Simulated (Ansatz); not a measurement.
Ideal-gas functions of CH₃FOSSi, SMILES `O[C@@H]1S[Si@H]1F` at 500 K and 1 bar, from an Ansatz frequency run at PBE0-D4/def2-TZVP.

Molar mass 110.18 g/mol, point group C1 (symmetry number 1), electronic degeneracy 1, moments of inertia 103.212, 199.929, 270.879 u Å². Harmonic wavenumbers (cm⁻¹, unscaled): 179, 214, 280, 316, 411, 497, 585, 649, 755, 821, 929, 989, 1156, 1246, 1400, 2304, 3122, 3819.

Use S(trans) = R[1.5 ln M + 2.5 ln T − 1.1517]; rotational temperatures θ = 24.2544 K / I; S(rot) = R[ln(√π/σ · √(T³/θAθBθC)) + 1.5]; for each mode x = 1.438777 ν̃/T, S = R[x/(eˣ − 1) − ln(1 − e⁻ˣ)] and H = RT x/(eˣ − 1); 1 cm⁻¹ = 0.0119627 kJ/mol; R = 8.31446 J/(mol·K).

Q: By hand: the entropy, in J/(mol·K).

A: Translation 178.2. Rotation: θ = 0.235, 0.1213, 0.0895 K, giving 119.6. Vibration, mode by mode: 13.92, 12.48, 10.33, 9.39, 7.39, 6.01, 4.90, 4.23, 3.33, 2.86, 2.24, 1.96, 1.33, 1.08, 0.76, 0.08, 0.01, 0.00, in all 82.3. Electronic 0.0. Sum 380.1 J/(mol·K).

Q: By hand: H − E and G − E in kJ/mol, counted from the electronic energy.

A: Zero-point energy ½ × 19672 × 0.0119627 = 117.7; thermal vibration 23.5; translation, rotation and pV give 4 RT = 16.6. H − E = 157.8 kJ/mol, and G − E = 157.8 − 500 × 380.1/1000 = -32.2 kJ/mol.

Vibration gives 22 % of the entropy. The sum counts one conformer and one mirror image; others add a mixing term.
